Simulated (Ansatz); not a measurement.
The cluster B8N⁺. Total charge 1; singlet. Geometry PBE0-D4/def2-SVP; atoms count from 1.

```xyz
9

N    -1.4006    0.0597    0.7177
B    -0.1239    1.3629    0.4030
B    -1.6623    1.2614   -0.0168
B     0.9504   -1.3942    0.5019
B    -0.5140   -0.9118    0.9456
B     0.5097   -0.4403   -1.1648
B    -0.9149    0.2996   -1.0508
B     1.2279    0.5251    0.1564
B     1.9276   -0.7624   -0.4922
```

The restricted singlet is unstable towards broken spin symmetry in Hartree–Fock (as tested in another run); at PBE0-D4/def2-TZVP this wasn't settled. Another isomer (singlet) lies 2.51 eV lower at PBE0-D4/def2-TZVP; other spin states weren't run for this one.

Estimate the Mulliken populations from the PBE0/def2-TZVP orbitals of Ansatz.


| atom | charge (e) |
| --- | --- |
| N1 | 0.25 |
| B2 | 0.04 |
| B3 | 0.23 |
| B4 | 0.14 |
| B5 | -0.08 |
| B6 | 0.02 |
| B7 | 0.04 |
| B8 | 0.02 |
| B9 | 0.35 |
Mulliken values and Mayer orders depend strongly on the basis.

And the Mayer bond orders between bonded heavy atoms (over 0.3)?

N1–B2 0.42 (1.85 Å); N1–B3 1.05 (1.43 Å); N1–B5 1.58 (1.33 Å); N1–B7 0.42 (1.85 Å); B2–B3 0.97 (1.60 Å); B2–B7 0.37 (1.97 Å); B2–B8 1.09 (1.61 Å); B3–B7 0.97 (1.60 Å); B4–B5 1.09 (1.60 Å); B4–B6 0.48 (1.97 Å); B4–B8 0.48 (1.97 Å); B4–B9 1.11 (1.53 Å); B6–B7 1.09 (1.61 Å); B6–B8 0.58 (1.79 Å); B6–B9 0.93 (1.60 Å); B8–B9 0.93 (1.60 Å).
